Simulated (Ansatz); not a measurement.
Z-matrix (Å, degrees):
```
Si
C 1 1.845
O 1 1.644 2 111.3
O 1 1.638 2 105.1 3 -123.9
S 1 2.136 2 114.0 3 116.4
C 2 1.331 1 123.4 3 125.8
H 2 1.089 1 118.0 3 -54.6
H 3 0.960 1 116.2 2 -46.6
H 4 0.959 1 116.5 2 -166.2
H 5 1.343 1 92.6 2 -107.9
H 6 1.087 2 122.1 1 179.9
H 6 1.085 2 121.3 1 0.1
```

Charge 0, multiplicity 1.

Question: List the r2SCAN/def2-TZVPP orbital energies in eV (Ansatz 0.2.0). (Best estimate.)

Answer: The calculation gave: Occupied: -2408.84, -1792.17, -515.96, -515.92, -273.37, -272.95, -213.31, -157.38, -157.29, -157.19, -142.40, -97.30, -97.28, -97.23, -26.82, -26.34, -20.03, -18.83, -15.21, -14.21, -13.55, -11.67, -11.21, -10.65, -9.94, -9.39, -9.11, -8.25, -8.04, -7.69, -7.28, -6.42. Lowest empty: -1.40, -0.02, 0.59, 1.21, 1.89, 2.12, 2.30, 2.85.
